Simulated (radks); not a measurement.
Computed order of ionisation of tungsten. At each step one electron was removed from each of the four highest sub-shells of the ion before, moves of one valence electron (up to charge 6) and the configuration listed by NIST were tried, and the lowest configuration was kept. Level of theory: scalar-relativistic Kohn-Sham, PBEsol, spin-polarised, spherical densities, finite nucleus; Fermi nuclear charge, rms radius of each element as measured or else 0.836 A^(1/3) + 0.57 fm (a radial shooting solver on a logarithmic mesh with Libxc functionals). Open shells are filled with parallel spins first.

| species | lowest configuration found | NIST configuration | margin to the next tried (eV) | IE (eV) | NIST IE (eV) | kind |
|---|---|---|---|---|---|---|
| W | [Xe] 4f14 5d5 6s1 | [Xe] 4f14 5d4 6s2 lies 0.811 eV higher | 0.811 | 8.293 | 7.864 | exp. |
| W+ | [Xe] 4f14 5d4 6s1 | same | 0.593 | 16.534 | 16.4 | semi-emp. |
| W2+ | [Xe] 4f14 5d4 | same | 1.264 | 26.464 | 26.0 | semi-emp. |
| W3+ | [Xe] 4f14 5d3 | same | 3.487 | 38.158 | 38.2 | semi-emp. |
| W4+ | [Xe] 4f14 5d2 | same | 5.973 | 50.774 | 51.6 | semi-emp. |
| W5+ | [Xe] 4f14 5d1 | same | 8.648 | 64.123 | 64.77 | semi-emp. |
| W6+ | [Xe] 4f14 | same | 41.460 | 123.04 | 122.0 | semi-emp. |
| W7+ | [Xe] 4f13 | same | 1.835 | 145.76 | 141 | semi-emp. |
| W8+ | [Kr] 4d10 4f13 5s2 5p5 | differs (not computed) | 5.927 | 164.20 | 160 | semi-emp. |
| W9+ | [Kr] 4d10 4f13 5s2 5p4 | differs (not computed) | 9.289 | 182.80 | 179 | semi-emp. |
| W10+ | [Kr] 4d10 4f13 5s2 5p3 | differs (not computed) | 13.066 | 206.93 | 209 | semi-emp. |
| W11+ | [Kr] 4d10 4f13 5s2 5p2 | same | 11.829 | 226.80 | 232 | semi-emp. |
| W12+ | [Kr] 4d10 4f13 5s2 5p1 | differs (not computed) | 16.005 | 246.76 | 258 | semi-emp. |
| W13+ | [Kr] 4d10 4f13 5s2 | same | 20.641 | 292.53 | 291 | semi-emp. |

Reference values: NIST Atomic Spectra Database (exp. = measured, semi-emp. = semi-empirical, theory = theoretical value adopted there). Open shells are spherical and high-spin; term and fine-structure splittings are not resolved. Spin-orbit splitting is averaged out at the scalar-relativistic level.
